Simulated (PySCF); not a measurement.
SMILES [OH+]=C=S (charge +1), singlet, B3LYP/def2-SVP optimised geometry.

```
4

O     -1.08     0.40     0.00
C      0.15     0.29     0.00
S      1.66     0.29     0.00
H     -1.66    -0.40     0.00
```

Density from B3LYP/def2-TZVP run with PySCF 2.14.0 at that geometry.

Minimum of the electron density along straight lines between bonded atoms, close to the bond critical point (lines longer than 1.1 times the sum of covalent radii, or with two minima, are not listed):

```json
[
 {"bond": "O1–C2", "length / Å": "1.232", "ρ at the minimum / e bohr⁻³": "0.391", "∇²ρ there / e bohr⁻⁵": "[?]", "position (fraction from the first atom)": "0.66"},
 {"bond": "C2–S3", "length / Å": "1.510", "ρ at the minimum / e bohr⁻³": "0.263", "∇²ρ there / e bohr⁻⁵": "0.57", "position (fraction from the first atom)": "0.60"},
 {"bond": "O1–H4", "length / Å": "0.988", "ρ at the minimum / e bohr⁻³": "[?]", "∇²ρ there / e bohr⁻⁵": "[?]", "position (fraction from the first atom)": "0.83"}
]
```

Problem. What belongs in the gaps?

Solution. 
- O1–C2, ∇²ρ there / e bohr⁻⁵: -0.23
- O1–H4, ρ at the minimum / e bohr⁻³: 0.314
- O1–H4, ∇²ρ there / e bohr⁻⁵: -2.25
